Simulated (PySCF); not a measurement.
A species of formula C2H6Sn has this rotational fingerprint, computed with PBE0-D3(BJ)/def2-SVP geometry optimisation, gas phase, def2 core potentials past Kr in PySCF 2.14.0:

```
Rotational constants : A = 29093, B = 3024, C = 2860 MHz
Dipole components    : |μa| = 0.56 D, |μb| = 0.11 D, |μc| = 0.00 D
Inertial defect      : -7.82 u·Å²
κ                    : -0.99
```

**Question.** Which candidate fits, each taken in the one conformer that was computed?
A. `C=[CH][SnH3]`
B. `[CH3][Sn][CH3]`

**Answer.** A. It is C=[CH][SnH3], a near-prolate asymmetric top, point group Cs. The candidates at the same level (rigid rotor, commonest isotopes):

```json
{"SMILES": "[CH3][Sn][CH3]", "A (MHz)": "7694", "B (MHz)": "5866", "C (MHz)": "3474", "μa (D)": "0.00", "μb (D)": "0.35", "μc (D)": "0.00", "Δ (u·Å²)": "-6.34", "point group": "–", "rotor": "asymmetric top"}
{"SMILES": "C=[CH][SnH3]", "A (MHz)": "29093", "B (MHz)": "3024", "C (MHz)": "2860", "μa (D)": "0.56", "μb (D)": "0.11", "μc (D)": "0.00", "Δ (u·Å²)": "-7.82", "point group": "Cs", "rotor": "near-prolate asymmetric top"}
```

`[CH3][Sn][CH3]` has B 94 % too high. In the right answer the mirror of this Cs structure is the ab plane, so μc vanishes by symmetry. No structure here is proved a minimum.
